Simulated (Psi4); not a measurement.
Pair of molecules: HF (SMILES F) (first 2 atoms) with N2 (SMILES N#N); geometry from B3LYP-D3(BJ)/def2-TZVP.
(charge 0, multiplicity 1):
```xyz
4

F     -0.3906    -0.2074    -0.6506
H     -0.2831    -0.1725     0.2706
N      0.0794    -0.0573     3.3688
N     -0.0473    -0.0972     2.2872
```

Calculation: SAPT0/jun-cc-pV(D+d)Z in Psi4.

Problem. Give the four SAPT terms and the total, and say what mostly holds the pair together.

Solution. electrostatics -13.0, exchange 16.8, induction -7.4, dispersion -4.4, total -7.9 kJ/mol; the largest attraction is electrostatics.
